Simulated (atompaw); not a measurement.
## u(r) = r·R(r): atom against pseudo-atom (tin (Sn))

Columns: radius, all-electron u(r) and pseudo u(r) of the 4p shell (level -107.15 eV) of tin in the configuration [Ar] 3d10 4s2 4p6 4d10 5s2 5p0; PBE, scalar-relativistic, PAW (atompaw) scheme, atompaw 4.2.0.5.

```
r (bohr)  all-electron  pseudo
   0.065        0.4445  0.0142
   0.131       -0.0176  0.0569
   0.196       -0.5397  0.1243
   0.262       -0.6671  0.2144
   0.327       -0.4570  0.3193
   0.392       -0.0858  0.4342
   0.458        0.3171  0.5543
   0.523        0.6619  0.6692
   0.588        0.9237  0.7745
   0.654        1.0996  0.8656
   0.719        1.1933  0.9353
   0.785        1.2230  0.9824
   0.850        1.2043  1.0039
   0.915        1.1525  1.0009
   0.981        1.0782  0.9745
   1.046        0.9930  0.9287
   1.112        0.9015  0.8664
   1.177        0.8112  0.7947
   1.242        0.7239  0.7177
   1.308        0.6405  0.6388
   1.373        0.5644  0.5641
   1.438        0.4950  0.4950
   1.504        0.4315  0.4315
   1.569        0.3756  0.3756
   1.635        0.3253  0.3253
   1.700        0.2817  0.2817
```

(1) How many radial nodes do the two functions have?

(2) At about which radius was the pseudo-wave matched?

(3) Is the pseudo-wave norm-conserving?

Results:

(1) The all-electron 4p function has n − l − 1 = 2; the pseudo-wave has 0, since the states of the same l below it are removed with the core.

(2) 1.50 bohr. The columns agree to 0.0005 from 1.37 bohr on; several derivatives are matched, so the curves merge somewhat inside the radius.

(3) No, it belongs to a PAW set: the norm inside the radius is not constrained, and the difference is carried by the augmentation charge.
